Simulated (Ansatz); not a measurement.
ClI, charge -1, doublet, at a GFN2-xTB geometry (a state made from the parent by changing its charge; the spin is typed, not shown lowest) (core potentials on I) (a gas-phase anion, which may not be bound at this level). Base run: HF/def2-SVP in Ansatz (a program for electronic structure).

Here is a job for Ansatz.
Ansatz 0.2 input:
```yaml
crystal:
  periodic: [false, false, false]
  atoms:
    - {symbol: Cl, position_ang: [-0.00000000, -0.00000000, -2.27968828]}
    - {symbol: I, position_ang: [0.00000000, 0.00000000, 0.73122077]}
basis:
  gaussian:
    orbitals: def2-SVP
hamiltonian:
  xc: hf
total_charge: -1
magnetization: {spin_polarized: true, initial_magnetization: 1}
```

The bond that is stretched is that between atoms 2 and 1. A test that says stable can miss a lower solution.

Each row names what was changed in the base input (with any setting that the change needs).

```csv
change,ΔE vs base (eV),<S^2>,stability test says
base,0.00,0.764,minimum
spin_polarized = on; lower_state_search = off,0.00,0.764,undecided (no full test)
spin_polarized = on; lower_state_search = standard,0.00,0.764,minimum
bond × 1.25,0.37,0.758,minimum
spin_polarized = on; lower_state_search = off; bond × 1.25,0.37,0.758,undecided (no full test)
spin_polarized = on; lower_state_search = standard; bond × 1.25,0.37,0.758,minimum
bond × 1.5,0.52,0.755,minimum
spin_polarized = on; lower_state_search = off; bond × 1.5,0.52,0.755,undecided (no full test)
spin_polarized = on; lower_state_search = standard; bond × 1.5,0.52,0.755,minimum
bond × 1.8,0.58,0.755,minimum
spin_polarized = on; lower_state_search = off; bond × 1.8,1.16,0.756,undecided (no full test)
spin_polarized = on; lower_state_search = standard; bond × 1.8,0.58,0.755,minimum
bond × 2.2,0.60,0.755,minimum
spin_polarized = on; lower_state_search = off; bond × 2.2,1.21,0.756,undecided (no full test)
spin_polarized = on; lower_state_search = standard; bond × 2.2,0.60,0.755,minimum
bond × 3.0,0.62,0.755,minimum
spin_polarized = on; lower_state_search = off; bond × 3.0,1.24,0.756,undecided (no full test)
spin_polarized = on; lower_state_search = standard; bond × 3.0,0.62,0.755,minimum
```

A gas-phase anion may not be bound at this level; its values then depend on the basis.

On stretching, the SCF can end on different states; <S^2> shows the spin contamination of each.
